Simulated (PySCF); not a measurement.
Computed shifts of a molecule C4H7FSi, PBE/pcSseg-1 run with PySCF, GIAO, gas phase, atoms alike by connectivity averaged where their shifts nearly agree, in ppm (number of nuclei): ¹³C: 169.2 (1), 153.7 (1), 96.1 (1), -0.9 (1). ²⁹Si: -0.2 (1). ¹⁹F: -249.3 (1). ¹H: 7.79 (1), 7.02 (1), 5.85 (1), 5.79 (1), 0.87 (3). References: ¹³C against TMS (σ = 182.0 ppm); ²⁹Si against TMS (σ = 335.4 ppm); ¹⁹F against CFCl3 (σ = 133.6 ppm); ¹H against TMS (σ = 31.49 ppm), references at their B3LYP-D3(BJ)/def2-TZVP geometries, non-relativistic. Geometry optimised at TPSSh-D3(BJ)/def2-SVP. One conformer was computed; it need not be the lowest.

**Question.** Identify the compound among the candidates.
(A) F[C@@H]1C=CC[SiH2]1
(B) C[Si@H]1C=C[C@H]1F
(C) CC1=C[SiH2][C@@H]1F
(D) CC#C[C@H](F)[SiH3]

**Answer.** B, C[Si@H]1C=C[C@H]1F
